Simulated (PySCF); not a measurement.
# Al(OH)₃ + HF → AlOF + 2 H₂O

Level: PBE0 in the def2-TZVP basis family, all electrons, no relativity, computed in PySCF with density fitting; open shells unrestricted.

| species | state and structure | E (Eh) | ZPE (kJ/mol) | H(298 K) − H(0) (kJ/mol) | S° (J/(mol K)) |
| --- | --- | --- | --- | --- | --- |
| Al(OH)₃ | singlet, C3h, Al–O 1.689 Å (×3), O–H 0.956 Å (×3); Al–O–H 122.4° (×3), O–Al–O 120.0° (×3) | -469.83840 | 108.8 | 18.3 | 304.1 |
| HF | singlet, C∞v, H–F 0.920 Å | -100.39188 | 24.9 | 8.7 | 173.6 |
| AlOF | singlet, C∞v, Al–F 1.631 Å, Al–O 1.593 Å; F–Al–O 180.0° | -417.34095 | 14.1 | 11.8 | 245.3 |
| H₂O | singlet, C2v, O–H 0.960 Å (×2); H–O–H 105.1° | -76.37736 | 56.5 | 9.9 | 188.7 |

(1) What is the electronic reaction energy?

(2) Add zero-point, thermal and entropy terms for 298.15 K and 1 bar.

## Answers

(1) At PBE0/def2-TZVP, ΔE = 353.4 kJ/mol from the differences of the total energies times 2625.5, uphill. 

(2) ΔZPE = -6.6 and Δ[H(298) − H(0)] = 4.6 kJ/mol give ΔH° = 351.4 kJ/mol. ΔS° = 145.0 J/(mol K), so ΔG° = 351.4 − 298.15 × (0.1450) = 308 kJ/mol. ΔG° would change sign near 2420 K if ΔH° and ΔS° stayed fixed.

Only the bonding shown was studied: isomers, or loss of a ligand pair, can lie lower.
